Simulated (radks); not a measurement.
All-electron atom: As III in [Ar] 3d10 4s2 4p1. Calculated with a radial shooting solver on a logarithmic mesh with Libxc functionals: scalar-relativistic Kohn-Sham, PBE, spin-unpolarised, spherical densities, finite nucleus; Fermi nuclear charge, rms radius 4.0968 fm.

Normalised radial functions P(r) = r R(r), r in bohr:

r              3s      3d       4s
0.004458   0.1899  0.0000   0.0620
0.005805   0.2340  0.0001   0.0764
0.00762    0.2855  0.0002   0.0932
0.009922   0.3390  0.0005   0.1106
0.01302    0.3927  0.0010   0.1281
0.01696    0.4345  0.0022   0.1417
0.02226    0.4525  0.0046   0.1475
0.02898    0.4267  0.0095   0.1388
0.03804    0.3327  0.0194   0.1078
0.04954    0.1580  0.0379   0.0503
0.06502   -0.1088  0.0734  -0.0373
0.08467   -0.4161  0.1337  -0.1375
0.1111    -0.6900  0.2362  -0.2251
0.1447    -0.7789  0.3862  -0.2491
0.1899    -0.5535  0.5949  -0.1657
0.2473    -0.0026  0.8300   0.0249
0.3246     0.7346  1.0554   0.2631
0.4227     1.2966  1.1894   0.4025
0.5549     1.4368  1.1796   0.3234
0.7225     1.1441  1.0221   0.0169
0.9484     0.6593  0.7612  -0.4074
1.235      0.2772  0.4885  -0.7357
1.621      0.0762  0.2556  -0.8392
2.111      0.0135  0.1077  -0.6925
2.77       0.0012  0.0319  -0.4087
3.607      0.0001  0.0065  -0.1717
4.735      0.0000  0.0007  -0.0448
6.166      0.0000  0.0000  -0.0069

3s: eigenvalue -211.66 eV, 2 radial nodes at r = 0.0587, 0.248 bohr, <r> = 0.598 bohr, 90 % of the charge inside 0.893 bohr. 3d: eigenvalue -61.939 eV, 0 radial nodes, <r> = 0.675 bohr, 90 % of the charge inside 1.13 bohr. 4s: eigenvalue -33.448 eV, 3 radial nodes at r = 0.0585, 0.240, 0.731 bohr, <r> = 1.81 bohr, 90 % of the charge inside 2.67 bohr.
